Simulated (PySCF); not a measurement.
**Broadened absorption spectrum of C3H14OSi3**

Compound: C₃H₁₄OSi₃.
Geometry (PBE0-D3(BJ)/def2-SVP, Å), atoms numbered from 1 in this order:
```xyz
21
C3H14OSi3 angstrom
C     -3.1778   -1.1408    0.4294
C     -1.6651   -1.1256    0.6338
Si    -0.7513    0.0898   -0.4654
C     -1.2664    1.8591   -0.1306
O      0.8889   -0.0797   -0.1924
Si     2.2318    0.6192    0.4817
Si     4.1148   -0.5156   -0.3271
H     -3.6708   -1.8898    1.0686
H     -3.4443   -1.3776   -0.6135
H     -3.6318   -0.1651    0.6663
H     -1.2365   -2.1250    0.4435
H     -1.4149   -0.8882    1.6830
H     -0.9987   -0.2472   -1.9020
H     -0.6932    2.5622   -0.7551
H     -2.3349    2.0087   -0.3529
H     -1.1001    2.1269    0.9253
H      2.1743    0.5337    1.9771
H      2.3081    2.0736    0.1247
H      4.0461   -1.9639    0.0400
H      4.1900   -0.4005   -1.8164
H      5.3622    0.0675    0.2611
```

Method used: TDDFT B3LYP/def2-SVPD, vertical, gas phase, core orbitals frozen in the response (PySCF 2.14.0, density-fitted response routines).

Each state is given a Gaussian of 0.4 eV full width at half maximum, with ε(max) = 2.175×10⁸ f / Δν̃ (Δν̃ the width in cm⁻¹). The cross-section is σ = 3.8235×10⁻²¹ ε cm², given in Mb (10⁻¹⁸ cm²). The width is an assumption, not a result. The curve ends short of the highest state used, and states not computed would add to its high-energy end.

(E (eV), σ (Mb)): (5.62, 0.00), (5.67, 0.01), (5.71, 0.01), (5.75, 0.03), (5.80, 0.06), (5.84, 0.11), (5.89, 0.20), (5.93, 0.31), (5.98, 0.49), (6.02, 0.67), (6.07, 0.91), (6.11, 1.11), (6.16, 1.31), (6.20, 1.42), (6.25, 1.47), (6.29, 1.46), (6.34, 1.38), (6.38, 1.30), (6.43, 1.18), (6.47, 1.10), (6.51, 1.05), (6.56, 1.04), (6.60, 1.13), (6.65, 1.49), (6.69, 2.10), (6.74, 3.56), (6.78, 5.50), (6.83, 9.26), (6.87, 13.52), (6.92, 20.47)

(1) Locate the maxima and give the states behind the curve.

(2) Does any computed singlet lie in the visible range?

(3) On this curve, what absorbance would a 10⁻⁵ mol/L sample give at 193 nm over a 1 cm path?

(4) Coming from long wavelengths, where does ε first pass 100 L mol⁻¹ cm⁻¹?

## Answers

(1) 198 nm (6.26 eV), ε about 390, made up of S1 (88%) and S2 (12%) (ε in L mol⁻¹ cm⁻¹; maxima over ε = 5, shares over 10%). At its high-energy end, 6.92 eV, the curve is still rising (ε about 5400, from S3, S4, S5 and S6). The states used: S1 6.22 eV (f 0.0052); S2 6.54 eV (f 0.0026); S3 7.03 eV (f 0.018); S4 7.08 eV (f 0.020); S5 7.14 eV (f 0.030); S6 7.20 eV (f 0.150); S7 7.34 eV (f 0.0080); S8 7.44 eV (f 0.0050); S9 7.46 eV (f 0.013); S10 7.52 eV (f 0.0050).

(2) No computed singlet lies in the visible range (380 to 750 nm); the lowest, at 199 nm, stands 2.96 eV above its violet end (3.26 eV).

(3) 193 nm is 6.424 eV, where ε is about 310 L mol⁻¹ cm⁻¹, so A = ε c l ≈ 0.0031 (Beer–Lambert, with the gas-phase spectrum and the assumed width).

(4) At about 208 nm (5.95 eV), 0.27 eV below S1.

The vertical ionisation energy (ΔSCF) is 9.34 eV, 1.83 eV above S10.

Time: 12 min of wall time; peak memory 1.2 GiB. Hardware: one thread of an Intel Xeon at 2.70 GHz, shared host with 64 logical CPUs at a one-minute load of 58.

One conformer stands for the species.
